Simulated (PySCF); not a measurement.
Mapped SMILES: `[CH3:1][C:2](=[O:3])[O:4][C:5]([CH3:6])([CH3:7])[CH3:8]`; H(Xn) means a hydrogen on atom n.

PySCF calculation with PBE0-D3(BJ)/def2-SVP structure and σ from GIAO-PBE0/pcSseg-1; one computed conformer, averaged over atoms made equivalent by symmetry, fast rotation or ring inversion, no relativistic terms, no solvent model.

References, each an isolated molecule treated in the same way: 13C (σ = 184.41 ppm), 1H (σ = 31.27 ppm) vs TMS; 17O (σ = 334.56 ppm) against H2O.

| atoms | nucleus | count | δ (ppm) |
| --- | --- | --- | --- |
| O4 | 17O | 1 | 247.0 |
| C6/C7/C8 | 13C | 3 | ? |
| O3 | 17O | 1 | 458.2 |
| C1 | 13C | 1 | 23.8 |
| C2 | 13C | 1 | 174.2 |
| H(C6)/H(C7)/H(C8) | 1H | 9 | 1.42 |
| C5 | 13C | 1 | 77.8 |
| H(C1) | 1H | 3 | ? |

Estimate the values marked ?.

Results:


- C6/C7/C8: 28.4 ppm, methyl carbon; saturated and bonded to C and H only
- H(C1): 1.94 ppm, hydrogen on a methyl carbon α to a carbonyl; α to C=O

Shifts are as computed. Against solution values, carbons near 30 ppm lie about +2 ppm off and those near 130 ppm about +4 ppm. Of 246 compounds with measured shifts, 49 miss one by over three times the rms of a fit or turn the order of signals round; such compounds aren't used in these exercises. Unscaled 17O shifts of doubly bonded oxygen tend to come out too high, by tens of ppm or more. Experimental scales use liquid or dissolved standards, which lie at an offset from isolated H2O (liquid H2O: subtract about 36 ppm).
